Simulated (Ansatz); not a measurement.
Ansatz (a quantum-chemistry and plane-wave program) input:

Ansatz 0.2 input:
```yaml
crystal:
  periodic: [false, false, false]
  atoms:
    - {symbol: Ni, position_ang: [-0.00000000, -0.00000000, -0.36123454]}
    - {symbol: O, position_ang: [0.00000000, 0.00000000, 1.26432090]}
basis:
  gaussian:
    orbitals: def2-TZVPP
magnetization: {spin_polarized: true, initial_magnetization: 2}
correlation: {method: ccsd_t, electrons: outside_noble_gas}
```

Q: Which total energy does the run end on?

A: -1582.28062 Eh (CCSD(T)/def2-TZVPP). The basis has 95 functions.

The spin state was set by rule; other spins were not relaxed.

The program attaches cautions to this result: large difference.
